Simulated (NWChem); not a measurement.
System: C3H2BF3; SMILES FB1CC(F)=C1F

```xyz
9

F     -0.0707     2.4540     0.0000
B     -0.2172     1.1416     0.0000
C     -1.5074     0.1651     0.0000
C     -0.3988    -0.8648     0.0000
F     -0.5325    -2.1854     0.0000
C      0.7079    -0.0805     0.0000
F      1.9990    -0.4172     0.0000
H     -2.1436     0.1555    -0.8933
H     -2.1436     0.1555     0.8933
```
Atoms are numbered in this order, from 1.

Program: NWChem. The geometry was optimised at B3LYP/6-31G* (spherical d). Hybrids' shares of exact exchange are those that their runs print; pure functionals count as 0. The functionals differ in more than this share.

```csv
row,share of exact exchange,highest occupied level (eV)
PBE/def2-TZVP,0.00,-6.67
B3LYP/def2-TZVP,0.20,-7.71
PBE0/def2-TZVP,0.25,-7.93
PW6B95/def2-TZVP,0.28,withheld
```

Task: Fit a straight line of the last column on the one before it, predict the withheld value, and compare with the run.

Result: 
1. Means of the 3 shown rows: x = 0.150, y = -7.437. Slope Σ(x − x̄)(y − ȳ)/Σ(x − x̄)² = -0.1780/0.03500 = -5.086; intercept -6.674.
2. The shown rows scatter about the line by 0.014 (root mean square); the largest residual is -0.02, at B3LYP/def2-TZVP.
3. At x = 0.28 (PW6B95/def2-TZVP; beyond the shown range) the line gives -8.10.
4. The run gives -8.07, +0.03 from the line.
